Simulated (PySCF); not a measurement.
Removing an electron from `[H]/N=[CH]/[GeH2][N](C)C`

C3H10GeN2.
Structure used (PBE0-D3(BJ)/def2-SVP), in Å, numbered top down from 1:
```xyz
16
C3H10GeN2 angstrom
C     -1.0748   -0.5324    1.3092
N     -1.0482    0.0336   -0.0145
C     -1.4273    1.4200   -0.0678
Ge     0.1421   -0.6444   -1.2382
C      2.0086   -0.1763   -0.8027
N      2.7090   -1.0339   -0.1774
H     -0.3614   -0.0536    2.0138
H     -2.0839   -0.4320    1.7519
H     -0.8350   -1.6071    1.2789
H     -2.4449    1.5588    0.3447
H     -0.7545    2.0923    0.5079
H     -1.4466    1.7804   -1.1084
H      0.0217   -2.1746   -1.1979
H     -0.2486   -0.0277   -2.5975
H      2.3912    0.8328   -1.0701
H      3.6462   -0.6652    0.0310
```

Level: CAM-B3LYP/def2-SVPD (PySCF). Frontier orbitals with their largest atomic shares (Löwdin; up to four atoms above 4 %):

```json
{"orbital": "HOMO−3", "ε (eV)": "-10.85", "main atoms": "Ge4 38 %, H13 26 %, H14 20 %"}
{"orbital": "HOMO−2", "ε (eV)": "-10.57", "main atoms": "N2 20 %, N6 19 %, Ge4 14 %, C5 12 %"}
{"orbital": "HOMO−1", "ε (eV)": "-8.94", "main atoms": "N6 45 %, C5 17 %, Ge4 9 %, N2 8 %"}
{"orbital": "HOMO", "ε (eV)": "-7.42", "main atoms": "?"}
{"orbital": "LUMO", "ε (eV)": "0.17", "main atoms": "C5 33 %, N6 32 %, Ge4 14 %, H15 6 %"}
{"orbital": "LUMO+1", "ε (eV)": "1.19", "main atoms": "Ge4 26 %, C5 12 %, C3 10 %, H15 8 %"}
{"orbital": "LUMO+2", "ε (eV)": "1.63", "main atoms": "C5 20 %, H15 18 %, Ge4 14 %, H16 12 %"}
```

**Question.** What vertical ionisation energy does ΔSCF give, and how far is −ε(HOMO) from it?

**Answer.** ΔSCF: 8.01 eV (772 kJ/mol; threshold wavelength 155 nm); ⟨S²⟩ of the doublet left behind is 0.759, against 0.75 for a pure doublet. −ε(HOMO) is 7.42 eV, 0.59 eV below it. In exact Kohn–Sham theory the two would be equal; CAM-B3LYP (range-separated hybrid) falls short of its own ΔSCF value by 7 %. Holes in the HOMO−1 and HOMO−2 were tried too where these lie within 1.2 eV of the HOMO; the lowest converged state counts.

**Question.** On which atoms does the HOMO lie?

**Answer.** N2 (nitrogen bonded to 2 C and Ge) 50 %, C3 (N-methyl carbon) 8 %, C1 (N-methyl carbon) 8 %, C5 (C=N carbon) 6 %. The HOMO−1 lies 1.52 eV lower.

**Question.** What total energies stand behind the ΔSCF value?

**Answer.** E(N) = -2306.38470 Eh and E(N − 1) = -2306.09049 Eh at the same geometry, 0.29421 Eh apart.

**Question.** With α = 84.5 au, estimate the like-pair dispersion coefficient by London's formula C6 = (3/4)α²I.

**Answer.** I = 0.2942 Eh, so C6 ≈ 1570 au, a rough estimate.

**Question.** Shift the occupied levels rigidly so that −ε(HOMO) equals the ΔSCF value. What binding energies result?

**Answer.** The shift is +0.59 eV: HOMO 8.01, HOMO−1 9.53, HOMO−2 11.16, HOMO−3 11.44 eV. A rigid shift is only a rough guide to the deeper ionisations.

Geometry: PBE0-D3(BJ)/def2-SVP, one conformer, isolated molecule. The calculation is non-relativistic, for germanium too.
